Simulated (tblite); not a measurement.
Compound: C5H5FNSe (doublet state).
Atom-mapped SMILES: `[CH2:1]=[CH:2][C:3]1[CH:4]=[C:5]([F:6])[Se:7][NH:8]1` (hydrogens: H9, H10 on C1; H11 on C2; H12 on C4; H13 on N8)
Bond orders are those of one Lewis drawing.

Computed with GFN2-xTB (tblite), gas phase: L-BFGS steps from a force-field or distance-geometry start until the largest atomic force falls under 0.01 eV/Å.

Step 8: E = -651.7874 eV
```
atom  x, y, z in Å  |  force x, y, z in eV/Å
C1      2.0152    0.7525   -0.1772    0.094  -0.043   0.046
C2      1.3173   -0.2769    0.3429    0.204  -0.181  -0.141
C3      0.0761   -0.7364   -0.1649   -0.016   0.271   0.378
C4     -0.8006    0.2050   -0.8636   -0.059  -0.150   0.282
C5     -1.7759    0.5425    0.0042   -0.165   0.107  -0.348
F6     -2.6720    1.5001   -0.1910   -0.218   0.192  -0.146
Se7    -1.9160   -0.4358    1.6336   -0.101  -0.211  -0.196
N8     -0.6076   -1.6159    0.6749    0.143   0.093  -0.315
H9      2.8848    1.1463    0.3219   -0.009  -0.071  -0.118
H10     1.7083    1.2267   -1.1001    0.105  -0.048   0.219
H11     1.6164   -0.8025    1.2510    0.157   0.188  -0.331
H12    -0.6216    0.6667   -1.8278   -0.026  -0.065   0.389
H13    -1.2288   -2.1717    0.0783   -0.110  -0.081   0.280
```

Step 9: E = -651.8203 eV
```
atom  x, y, z in Å  |  force x, y, z in eV/Å
C1      2.0261    0.7545   -0.1843    0.004  -0.178   0.152
C2      1.3278   -0.2783    0.3344    0.264  -0.034  -0.293
C3      0.0830   -0.7423   -0.1563   -0.242   0.565   0.245
C4     -0.8043    0.1957   -0.8491    0.073  -0.105   0.126
C5     -1.7932    0.5384   -0.0027   -0.186   0.075  -0.185
F6     -2.6841    1.5045   -0.1900   -0.127   0.124  -0.231
Se7    -1.9569   -0.4400    1.6126   -0.078  -0.261   0.003
N8     -0.6006   -1.6104    0.6829    0.161   0.071  -0.062
H9      2.8942    1.1433    0.3221   -0.011  -0.072  -0.144
H10     1.7182    1.2376   -1.1008    0.090  -0.038   0.187
H11     1.6296   -0.8103    1.2301    0.248   0.122  -0.140
H12    -0.6185    0.6594   -1.8052    0.025   0.027   0.207
H13    -1.2258   -2.1516    0.0888   -0.221  -0.294   0.133
```

Step 10: E = -651.8510 eV
```
atom  x, y, z in Å  |  force x, y, z in eV/Å
C1      2.0363    0.7529   -0.1889    0.114   0.012   0.045
C2      1.3425   -0.2804    0.3200    0.135  -0.150  -0.151
C3      0.0863   -0.7375   -0.1421   -0.379   0.604   0.040
C4     -0.8068    0.1861   -0.8354   -0.030   0.049   0.156
C5     -1.8146    0.5358   -0.0116   -0.067  -0.075  -0.041
F6     -2.6970    1.5100   -0.1935   -0.081   0.081  -0.315
Se7    -1.9994   -0.4491    1.5930   -0.089  -0.242   0.137
N8     -0.5917   -1.6040    0.6897    0.090  -0.013   0.149
H9      2.9037    1.1393    0.3197    0.021  -0.088  -0.139
H10     1.7300    1.2478   -1.0980    0.057  -0.018   0.138
H11     1.6473   -0.8162    1.2070    0.315   0.048   0.002
H12    -0.6146    0.6527   -1.7792    0.110   0.170  -0.076
H13    -1.2263   -2.1369    0.1016   -0.198  -0.377   0.056
```

Question: Estimate the geometry and energy of step 11. (The exact step hangs on the optimiser's Hessian estimate; all steps are aligned on step 10, rigid shifts and turns removed.)

Answer: E = -651.8794 eV, largest force 0.459 eV/Å
```
atom  x, y, z in Å  |  force x, y, z in eV/Å
C1      2.0485    0.7528   -0.1939    0.047  -0.058   0.030
C2      1.3582   -0.2871    0.3040    0.040  -0.009  -0.120
C3      0.0837   -0.7223   -0.1253   -0.299   0.347  -0.028
C4     -0.8114    0.1791   -0.8204   -0.055   0.292  -0.046
C5     -1.8362    0.5307   -0.0206   -0.171  -0.085   0.191
F6     -2.7099    1.5155   -0.2026   -0.004  -0.032  -0.352
Se7    -2.0440   -0.4624    1.5778   -0.089  -0.182   0.173
N8     -0.5830   -1.5975    0.6981   -0.056  -0.086   0.236
H9      2.9133    1.1337    0.3147    0.153  -0.071  -0.079
H10     1.7432    1.2576   -1.0924   -0.008   0.054   0.008
H11     1.6701   -0.8211    1.1833    0.356  -0.071   0.135
H12    -0.6082    0.6498   -1.7562    0.153   0.255  -0.206
H13    -1.2286   -2.1282    0.1158   -0.066  -0.353   0.057
```

The energy changes by -0.0284 eV. The first-order estimate −F·Δx gives -0.0393 eV and the mean of the old and new forces, exact on a quadratic surface, -0.0285 eV. The step makes an angle of 66° with the force vector and moves no atom by more than 0.049 Å.

What follows is the cost of the whole relaxation. The run took 0.49 s wall on an Arm Neoverse V1 with one thread, shared host.
